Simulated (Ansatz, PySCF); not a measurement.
Gas-phase reaction (SMILES): F[SiH](F)F + F (HF) -> F[Si](F)(F)F [tetrafluorosilane] + [H][H] (H2); hydrogen fluoride cleaves one Si-H bond, a model of a ligand-exchange step.

Each molecule is optimised on its own at B3LYP-D3(BJ)/def2-TZVP (Ansatz, an electronic-structure program). Correlated levels leave the core frozen unless marked. Spin-orbit coupling is left out. No relativistic terms. CBS(X,Y): correlation extrapolated as X^-3; Hartree-Fock from the larger set. The bracket is a focal-point correction in the basis named. Thermal terms are rigid-rotor harmonic-oscillator values from B3LYP-D3(BJ) frequencies (PySCF) at 298.15 K and 1 atm. 1 Eh = 627.5095 kcal/mol.

| species | E, RI-MP2/CBS(aug-cc-pV(T+d)Z,aug-cc-pV(Q+d)Z)+[CCSD(T)-MP2]/aug-cc-pV(T+d)Z (Ansatz) (Eh) | E, B3LYP-D3(BJ)/def2-TZVPD (Ansatz + dftd3) (Eh) | H - E (Eh) | G - E (Eh) |
|---|---|---|---|---|
| F[SiH](F)F | -589.26265 | -590.00454 | 0.02314 | -0.00844 |
| F (HF) | -100.39388 | -100.49389 | 0.01259 | -0.00713 |
| F[Si](F)(F)F | -688.52919 | -689.36419 | 0.01842 | -0.01381 |
| [H][H] (H2) | -1.17524 | -1.17983 | 0.01336 | -0.00144 |

Problem. Work out ΔE and ΔH, ΔG, ΔS and the equilibrium constant at 298.15 K at the first level, then ΔH at the second.

Solution. 
1. ΔE = [(-688.52919) + (-1.17524)] - [(-589.26265) + (-100.39388)] = -0.04790 Eh = -30.1 kcal/mol at RI-MP2/CBS(aug-cc-pV(T+d)Z,aug-cc-pV(Q+d)Z)+[CCSD(T)-MP2]/aug-cc-pV(T+d)Z.
2. The terms H - E add up to -0.00395 Eh, so ΔH = (-0.04790 + (-0.00395))×627.5095 = -32.5 kcal/mol.
3. The terms G - E add up to 0.00032 Eh, so ΔG = -29.9 kcal/mol, and ΔS = (-0.00395 - (0.00032))×627509.5/298.15 = -9.0 cal/(mol K).
4. log10 K = -ΔG/(RT ln 10) = 21.9, with RT ln 10 = 1.3642 kcal/mol.
5. At B3LYP-D3(BJ)/def2-TZVPD the same steps give ΔE = -28.6 and ΔH = -31.1 kcal/mol, a shift of +1.4 from the first level.
6. These values are not checked against measurement here, since the tables used lack a sound gas-phase enthalpy of formation for at least one species.
